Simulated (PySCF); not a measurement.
Coordinates in bohr (charge 0 multiplicity 3):
```
Pd    0.0003   -2.4163    0.0000
N    -3.2370   -3.1424    0.0000
I     0.3570    2.3629    0.0000
```

Computed with PySCF, UPBE0, basis Pd def2-SVP with ECP28, N def2-SVP, I def2-SVP with ECP28 (scalar-relativistic core potentials, no spin–orbit coupling, density fitting).

This geometry of IPdN is a stationary point at this level.

Question: What is the point group?

Answer: Cs.

Question: Is it a minimum?

Answer: Yes: all harmonic wavenumbers are real.

Question: List the harmonic modes with their infrared intensities.

Answer: 
```
symmetry  ω (cm⁻¹)  IR (km/mol)     type
      a'       115          4.5     bend
      a'       220          8.3  stretch
      a'       707          0.4  stretch
```

Question: What is the atomisation energy, with and without zero-point energy?

Answer: 406 kJ/mol without, 400 kJ/mol with.

Other isomers or separated fragments may lie lower. Other spin states or occupations of the open shell can lie lower. No spin–orbit coupling is included, which matters more the heavier the element.
